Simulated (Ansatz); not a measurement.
A CCSD(T) single point on CH4FGa (`[CH3][GaH][F]`).

```yaml
crystal:
  periodic: [false, false, false]
  atoms:
    - {symbol: C, position_ang: [-0.636352, 0.652926, -0.190837]}
    - {symbol: Ga, position_ang: [0.635112, -0.796502, 0.098746]}
    - {symbol: F, position_ang: [1.908900, -0.415730, 1.262155]}
    - {symbol: H, position_ang: [-1.465159, 0.554978, 0.515738]}
    - {symbol: H, position_ang: [-0.154143, 1.614915, -0.013517]}
    - {symbol: H, position_ang: [-1.050805, 0.631105, -1.199709]}
    - {symbol: H, position_ang: [0.762448, -2.241684, -0.472576]}
basis:
  gaussian: {orbitals: def2-TZVPP}
correlation: {method: ccsd_t}
output: {orbitals: {seedname: orbitals}}
```

```sh
$ ansatz run in.yaml --threads 4 --pin off --events-out ev --progress --plain
```

Log, shortened:

```
Functional definition: HF
1010 factors; integrals over basis functions are off by at most 9.5e-4 eV
mean field evaluation 1: about -56133.4899 eV, gradient 4.0e1 eV
mean field evaluation 2: about -56133.5527 eV, gradient 4.0e1 eV
mean field evaluation 4: about -56136.7061 eV, gradient 3.3e0 eV
mean field evaluation 8: about -56136.7513 eV, gradient 3.1e-1 eV
mean field -56136.75147100 eV, -2062.9875657023 hartree, gradient 3.0e-6 eV, S^2 0.000000; 0 other end points of the search recorded, 0 dependent functions left out
11 core orbitals not correlated: weight in the atoms' cores, before any rotation towards them, 1.000 or more for the frozen orbitals, at most 0.000 for the correlated occupied ones
reference -56136.75147100 eV, -2062.9875657023 hartree; 14, 14 occupied and 141, 141 virtual orbitals, 1010 factors
second order -18.04614862 eV of doubles, -0.00000000 eV of singles
cycle   1  -17.80253355 eV  change    2.4e-1 eV  update   1.1e-1
cycle   2  -18.31068174 eV  change   -5.1e-1 eV  update   3.3e-2
cycle   3  -18.41681407 eV  change   -1.1e-1 eV  update   1.7e-2
cycle   4  -18.40739322 eV  change    9.4e-3 eV  update   4.1e-3
cycle   5  -18.40474018 eV  change    2.7e-3 eV  update   2.0e-3
cycle   6  -18.40558946 eV  change   -8.5e-4 eV  update   5.9e-4
cycle   7  -18.40551438 eV  change    7.5e-5 eV  update   2.4e-4
cycle   8  -18.40543383 eV  change    8.1e-5 eV  update   7.7e-5
cycle   9  -18.40544737 eV  change   -1.4e-5 eV  update   2.8e-5
perturbative correction -0.63395923 eV, -0.0232975719 hartree
Total energy: -56155.79087760 eV, -2063.6872509896 hartree
```

It took 24 s on 4 threads of a server CPU on a shared host, with 1.4 GiB of host memory at the peak.

The correlation energy is -19.039 eV, 3.3 % of it from (T); the T1 diagnostic reads 0.0132.
